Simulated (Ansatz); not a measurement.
`[Cl][GeH2][GeH2][Cl]` at its PBE0-D4/def2-TZVP geometry, where that method's forces vanish. Total charge 0; spin multiplicity 1.

```xyz
8

Cl   -2.1831   -1.5225   -0.1587
Ge   -0.4005   -0.6220   -0.9759
Ge    0.4968    0.8298    0.7514
Cl    1.2637   -0.4599    2.3020
H    -0.8306    0.1481   -2.2348
H     0.5624   -1.7626   -1.3292
H    -0.5872    1.7090    1.3877
H     1.6785    1.6800    0.2576
```

Q: What forces (eV/Å) does ωB97M-V/def2-TZVPP give on these atoms in Ansatz 0.2.0? (An estimate is asked.)

A: The calculation gave: 
```
Cl1 -0.027 -0.011  0.023
Ge2  0.122  0.047 -0.085
Ge3 -0.046  0.116 -0.092
Cl4  0.008 -0.029  0.020
H5   0.035 -0.067  0.108
H6  -0.081  0.093  0.032
H7   0.089 -0.075 -0.051
H8  -0.100 -0.073  0.044
```
